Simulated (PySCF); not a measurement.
# Correlation energy of Ir (iridium, neutral)

Starting occupation: [Xe] 4f14 5d6 6s2 7s1, 5d3/2 with m_j = +3/2, 5d5/2 with m_j = -3/2, -1/2, +1/2, +3/2, +5/2, 7s1/2 with m_j = +1/2. Computed with PySCF 2.14 in x2c-SVPall-2c with one added diffuse shell each of s, d type (8s9p10d2f, 99 functions), with X2C-1e with screened-nucleus spin-orbit coupling, Gaussian nucleus. Frozen: [Kr] 4d10 4f14; 17 electrons correlated; the 22 highest virtual spinors left out.

MP2 pair energies summed by pair of shells (mhartree):

```json
{"pair": "5d-5p", "energy": "-65.63", "share (%)": "29.7"}
{"pair": "5d-5d", "energy": "-56.98", "share (%)": "25.8"}
{"pair": "5p-5p", "energy": "-35.58", "share (%)": "16.1"}
{"pair": "5d-6s", "energy": "-28.73", "share (%)": "13.0"}
{"pair": "6s-6s", "energy": "-10.58", "share (%)": "4.8"}
{"pair": "5p-6s", "energy": "-10.28", "share (%)": "4.7"}
{"pair": "5p-5s", "energy": "-5.11", "share (%)": "2.3"}
{"pair": "5d-5s", "energy": "-3.25", "share (%)": "1.5"}
{"pair": "5s-5s", "energy": "-2.01", "share (%)": "0.9"}
{"pair": "6s-7s", "energy": "-1.02", "share (%)": "0.5"}
{"pair": "5s-6s", "energy": "-0.98", "share (%)": "0.4"}
{"pair": "5d-7s", "energy": "-0.33", "share (%)": "0.2"}
{"pair": "5p-7s", "energy": "-0.15", "share (%)": "0.1"}
{"pair": "5s-7s", "energy": "-0.03", "share (%)": "0.0"}
```

Total MP2 correlation energy: -220.66 mhartree.

The GHF reference relaxed away from the jj start to a determinant that is no pure jj level (⟨S²⟩ = 8.13, ⟨J²⟩ = 24.80); the energies belong to that determinant.

This basis was not built for core-valence correlation, so the inner-shell part is incomplete.
